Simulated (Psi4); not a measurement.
A dimer, H4Si ··· H4Ge (SMILES [SiH4] and [GeH4]); the first 5 atoms form monomer A.

```
10

Si     0.0000     0.0000     0.0000
H     -0.2474    -1.0392    -1.0248
H     -0.7124     1.2423    -0.3749
H      1.4527     0.2713     0.0869
H     -0.4928    -0.4744     1.3128
Ge     1.2923     4.2451     0.6159
H      1.1617     5.2813     1.7419
H      2.3440     3.1957     1.0053
H      1.7257     4.9482    -0.6790
H     -0.0621     3.5553     0.3952
```

What interaction energy does SAPT0/jun-cc-pVDZ, frozen core (Psi4 1.11) give, and which attractive term is the largest?

Total 0.21 kcal/mol: electrostatics -0.44, exchange 1.71, induction -0.16, dispersion -0.90. The most attractive term is dispersion.
